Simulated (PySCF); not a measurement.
Mo(S)2(OH)(SH) (H₂MoOS₃), SMILES [OH][Mo](=[S])(=[S])[SH], multiplicity 1. Geometry: B3LYP-D3(BJ)/def2-SVP. The multiplicity is an assumed one; other spin states were not compared. The def2 effective core potentials stand for the cores of Mo; spin–orbit coupling is left out. The values are those of a single conformer.

Computed equilibrium geometry at B3LYP-D3(BJ)/def2-SVP (PySCF confirms it by a frequency run) as bond lengths and angles (one conformer of several):
Atoms: Mo1 S2 S3 O4 H5 S6 H7. Bonds (Å): Mo1–S2 2.117, Mo1–S3 2.113, Mo1–O4 1.870, Mo1–S6 2.332, O4–H5 0.969, S6–H7 1.357. Angles (°): S2–Mo1–S3 111.3, S2–Mo1–O4 109.3, S2–Mo1–S6 109.2, S3–Mo1–O4 112.2, S3–Mo1–S6 103.5, O4–Mo1–S6 111.1, Mo1–O4–H5 122.5, Mo1–S6–H7 95.5.
Charge 0, spin multiplicity 1.
